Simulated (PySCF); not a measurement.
## Molecular orbitals of PbI

PBE at R = 2.802 Å; PySCF, scalar-relativistic core potentials, basis sets Pb def2-TZVPP with ECP60, I def2-TZVPP with ECP28. State: ²Π (doublet), unpaired electrons π ↑. Only the outer orbitals are listed, counted within each symmetry, core potentials removing the inner ones.

| spin | orbital | occ. | ε (eV) | on Pb (%) | main shells (%) |
| --- | --- | --- | --- | --- | --- |
| α | 7σ | 1 | -16.84 | 8 | 92 I s |
| α | 8σ | 1 | -12.63 | 88 | 88 Pb s |
| α | 9σ | 1 | -7.02 | 30 | 69 I p, 24 Pb p |
| α | 5π | 1 | -6.53 | 10 | 90 I p, 9 Pb p |
| α | 5π | 1 | -6.45 | 11 | 89 I p, 10 Pb p |
| α | 6π | 1 | -3.90 | 90 | 90 Pb p, 9 I p |
| α | 6π | 0 | -3.83 | 90 | 90 Pb p, 8 I p |
| α | 10σ | 0 | -1.93 | 79 | 74 Pb p, 19 I p |
| α | 11σ | 0 | 1.75 | 90 | 90 Pb p, 12 I d |
| β | 7σ | 1 | -16.80 | 7 | 93 I s |
| β | 8σ | 1 | -12.18 | 87 | 87 Pb s |
| β | 9σ | 1 | -6.92 | 29 | 71 I p, 22 Pb p |
| β | 5π | 1 | -6.51 | 8 | 92 I p |
| β | 5π | 1 | -6.31 | 6 | 94 I p |
| β | 6π | 0 | -3.52 | 92 | 92 Pb p |
| β | 6π | 0 | -2.86 | 93 | 93 Pb p |
| β | 10σ | 0 | -1.68 | 80 | 76 Pb p, 17 I p |

**Question.** Which are the highest filled and the lowest empty level, where do they sit, and how wide is the gap?

**Answer.** Highest filled α 6π at -3.90 eV (in %: 90 Pb p, 9 I p); lowest empty α 6π at -3.83 eV (in %: 90 Pb p, 8 I p); the gap at PBE is 0.07 eV. Both belong to one degenerate shell, split only by its one-sided filling, so this is no excitation gap.

```
bond order (Mayer)                              : 1.18
⟨S²⟩                                            : 0.753
charge on Pb (Mulliken, basis-dependent)        : 0.30
charge on Pb (Löwdin, basis-dependent)          : 0.05
dipole moment (positive dipole means Pb(−)I(+)) : -2.81 D
polarisability along the bond                   : 121.7 bohr³
polarisability across the bond                  : 57.0 bohr³
```

Spin–orbit coupling is left out, which matters for elements this heavy, above all for dissociation energies. The state was picked by a PBE0 search and need not be the measured ground state.
